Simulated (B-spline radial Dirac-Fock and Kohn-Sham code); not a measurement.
# K-line shifts caused by a second vacancy in Tc⁴⁺

System: Tc⁴⁺, configuration [Kr] 4d2 5s1 (an excited configuration).

Input of the calculation (task.json; shells as n, l, electrons):

```json
{"items": [{
  "Z": 43,
  "q": 4,
  "cfg": [[1, 0, 2], [2, 0, 2], [2, 1, 6], [3, 0, 2], [3, 1, 6], [3, 2, 10], [4, 0, 2], [4, 1, 6], [4, 2, 2], [5, 0, 1]],
  "A": 97,
  "rrms": 4.4112,
  "do": ["binding", "quiet", "double"]
}]}
```

Launch: `python xray_run.py task.json out`

These are calculated numbers from a radial finite-basis atomic code; the model is relaxed Dirac-Fock hole states (ΔSCF) with Breit and QED corrections and a finite nucleus. Each two-hole energy is an average over J within one jj subconfiguration, not an observable level; in light atoms, where LS coupling holds, the j-resolved values are not observed lines, and for a K spectator the Kα1 hypersatellite is nearly forbidden. Correlation energy is missing from these numbers.

Lines without a spectator: Kα2 (K-L2) 18248.3 eV, Kα1 (K-L3) 18364.8 eV, Kβ3 (K-M2) 20594.6 eV, Kβ1 (K-M3) 20614.6 eV. Shifts in eV with one spectator hole (a dash: not computed, or left out as unreliable):

```csv
spectator hole,Kα2,Kα1,Kβ3,Kβ1
L2 (2p1/2),+50.7,+63.2,–,+136.9
L3 (2p3/2),+52.1,+51.5,+124.9,–
M2 (3p1/2),–,+6.34,+15.22,+18.68
M3 (3p3/2),+4.97,–,+16.44,+15.86
M4 (3d3/2),+0.39,-1.71,–,–
M5 (3d5/2),-2.02,-0.55,–,–
```

Question: Where does the K-L3 hypersatellite lie, emitted when both K electrons are missing?

Answer: +491.4 eV from the normal line, at 18856.2 eV. Removing both K electrons costs 42896.5 eV, which is 668.2 eV more than twice the K binding energy.

With n spectator holes in 2p, averaged over the 2p shell (energies in eV):

```tsv
n	KαLⁿ	step	hypersatellite KαʰLⁿ
0	18325.9	–	18813.6
1	18380.6	+54.7	18869.7
2	18436.6	+55.9	18927.1
3	18493.7	+57.2	18985.6
4	18552.1	+58.4	19045.4
5	18611.8	+59.6	19106.5
```
